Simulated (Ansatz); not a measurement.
The lowest singlet and triplet of NP (SMILES N#P); geometries from B3LYP-D3(BJ)/def2-TZVP, each state relaxed from the structure named, with no frequency check.
Singlet (charge 0, multiplicity 1):
```xyz
2

N      0.000     0.000    -1.011
P      0.000     0.000     0.472
```
Triplet (charge 0, multiplicity 3):
```csv
atom,x (Å),y (Å),z (Å)
N,0.0000,0.0000,-1.1142
P,0.0000,0.0000,0.5200
```

A positive gap puts the triplet lower; no zero-point energy. R- takes a restricted singlet. U- takes an unrestricted singlet (broken symmetry where lower, unprojected). The triplet is unrestricted in single-reference levels. Active spaces average the two states.

Frozen-core correlation.

Programs: Ansatz (Gaussian orbitals). Each number belongs to the level named beside it.

```csv
level,"gap E(singlet) − E(triplet), adiabatic (kJ/mol)"
U-SVWN5/def2-TZVPP,-365.5
U-B3LYP/def2-TZVPP,-315.2
R-BHLYP/def2-TZVPP,-288.1
U-BHLYP/def2-TZVPP,-288.1
U-wB97M-V/def2-TZVPP,-340.5
"SA-CASSCF(10,8)/cc-pV(Q+d)Z",?
"SC-NEVPT2 on SA-CASSCF(10,8)/cc-pV(Q+d)Z",-314.4
"FIC-NEVPT4(SD) on SA-CASSCF(10,8)/cc-pV(T+d)Z",-300.5
"FIC-MRCISD+Q on SA-CASSCF(10,8)/cc-pV(T+d)Z",-301.8
```

### Question
What belongs in the gaps?

### Answer

- SA-CASSCF(10,8)/cc-pV(Q+d)Z, gap E(singlet) − E(triplet), adiabatic (kJ/mol): -322.7

Ansatz is a program for electronic structure.
